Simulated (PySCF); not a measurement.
Computed shifts of a molecule CH10FNSi3, PBE/pcSseg-1 run with PySCF, GIAO, gas phase, atoms alike by connectivity averaged where their shifts nearly agree, in ppm (number of nuclei): ¹⁵N: 29.6 (1). ¹³C: 29.7 (1). ²⁹Si: 12.4 (1), -66.9 (1), -104.7 (1). ¹⁹F: -220.4 (1). ¹H: 5.53 (1), 4.33 (3), 3.90 (3), 2.55 (1), 0.84 (1), -0.18 (1). References: ¹⁵N against NH3 (σ = 267.0 ppm); ¹³C against TMS (σ = 182.0 ppm); ²⁹Si against TMS (σ = 335.4 ppm); ¹⁹F against CFCl3 (σ = 133.6 ppm); ¹H against TMS (σ = 31.49 ppm), references at their B3LYP-D3(BJ)/def2-TZVP geometries, non-relativistic. Coordinates come from a B3LYP-D3(BJ)/def2-SVP optimisation. One conformer was computed; it need not be the lowest.

Task: Identify the compound among the candidates.
A) N[SiH2][SiH2][SiH2]CF
B) N[C@H]([SiH3])[Si@@H](F)[SiH3]
C) CN[Si](F)([SiH3])[SiH3]
D) FC[SiH2]N([SiH3])[SiH3]

Result: B, N[C@H]([SiH3])[Si@@H](F)[SiH3]
